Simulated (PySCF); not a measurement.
## Static response to an electric field

Compound: C12H27P.
Geometry (PBE0-D3(BJ)/def2-SVP, Å), atoms numbered from 1 in this order:
```xyz
40
C12H27P angstrom
C     -1.610    3.736   -0.326
C     -0.879    2.611    0.393
C     -1.283    1.205   -0.069
C     -2.681    0.834    0.419
P     -0.028   -0.015    0.594
C     -0.684   -1.664   -0.012
C     -0.936   -1.791   -1.508
C      0.211   -2.779    0.543
C     -0.362   -4.181    0.395
C      1.481    0.241   -0.519
C      1.246    0.946   -1.850
C      2.618    0.909    0.267
C      3.149    0.079    1.424
H     -2.700    3.678   -0.184
H     -1.419    3.702   -1.411
H     -1.284    4.721    0.040
H      0.206    2.751    0.256
H     -1.045    2.682    1.482
H     -1.280    1.186   -1.173
H     -3.051   -0.094   -0.042
H     -2.693    0.695    1.513
H     -3.408    1.624    0.177
H     -1.653   -1.746    0.515
H      0.009   -1.784   -2.075
H     -1.451   -2.735   -1.749
H     -1.566   -0.974   -1.892
H      0.402   -2.572    1.610
H      1.200   -2.736    0.050
H     -1.348   -4.260    0.882
H      0.299   -4.928    0.861
H     -0.488   -4.471   -0.659
H      1.811   -0.791   -0.739
H      0.955    1.999   -1.710
H      0.465    0.462   -2.453
H      2.173    0.946   -2.447
H      2.280    1.893    0.639
H      3.441    1.125   -0.437
H      3.958    0.601    1.955
H      3.549   -0.885    1.068
H      2.350   -0.141    2.149
```

Level: PBE0/def2-SVPD (PySCF), static field, nuclei fixed, core orbitals frozen in the response. The polarisability tensor in these axes (au):

```
x   177.58  -2.35   2.53
y    -2.35 194.04  -3.19
z     2.53  -3.19 152.53
```

Task: What are the eigenvalues, a third of the trace, and Δα (Δα² = ½Σ(αi − αj)² over the three pairs)?

Result: Principal values 152.07, 177.42 and 194.67 au; mean 174.72 au = 25.89 Å³ = 28.81 × 10⁻⁴⁰ C²·m²/J; Δα = 37.11 au (21 % of the mean).

Task: What is the dipole moment, and where does it point?

Result: (-0.25, -0.11, -1.17) D, 1.20 D in size, pointing from the negative to the positive side. Measured along this direction, the outermost atoms are H38 at the negative end and H26, H34, H25 and H24 at the positive end.

Task: Rayleigh depolarisation ratio (linearly polarised light, static tensor)?

Result: ρ = 3Δα²/(45ᾱ² + 4Δα²) = 4131.8/(1373673 + 5509.1) = 0.003.

Task: Refractivity n − 1 of an ideal gas of it at 350 K and 1 atm, from the electronic α?

Result: N = p/kT = 2.0968 × 10¹⁹ cm⁻³, so n − 1 = 2π × N × 25.89 × 10⁻²⁴ cm³ = 3411 × 10⁻⁶ at long wavelengths, for an ideal gas.

Task: Find the Langevin capture rate constant for NO+ (29.998 u) meeting this molecule (202.185 u), k = 2.342 × 10⁻⁹ cm³/s × √(α in Å³ / reduced mass in u).

Result: The reduced mass is 26.12 u, so k = 2.33 × 10⁻⁹ cm³/s. The formula leaves out the permanent dipole, which adds to the capture rate.

Task: Orientational against electronic polarisability at 350 K (dilute gas, rigid molecules)?

Result: In Gaussian units μ²/3kT = 9.97 Å³ against 25.89 Å³, a ratio of 0.38; the Debye molar polarisation (4π/3)N_A(α + μ²/3kT) is 90.4 cm³/mol, leaving out the vibrational part.

Task: Along which axes do the principal values lie, and how far do the nuclei extend along each?

Result: Largest value along (-0.15, 0.99, -0.08), where the nuclei span 9.81 Å; middle along (0.98, 0.15, 0.08), 7.24 Å; least along (-0.09, 0.07, 0.99), 4.47 Å. The response follows the extents in order.

One conformer (not necessarily the lowest) at the PBE0-D3(BJ)/def2-SVP geometry, without solvent, vibrations or thermal averaging.
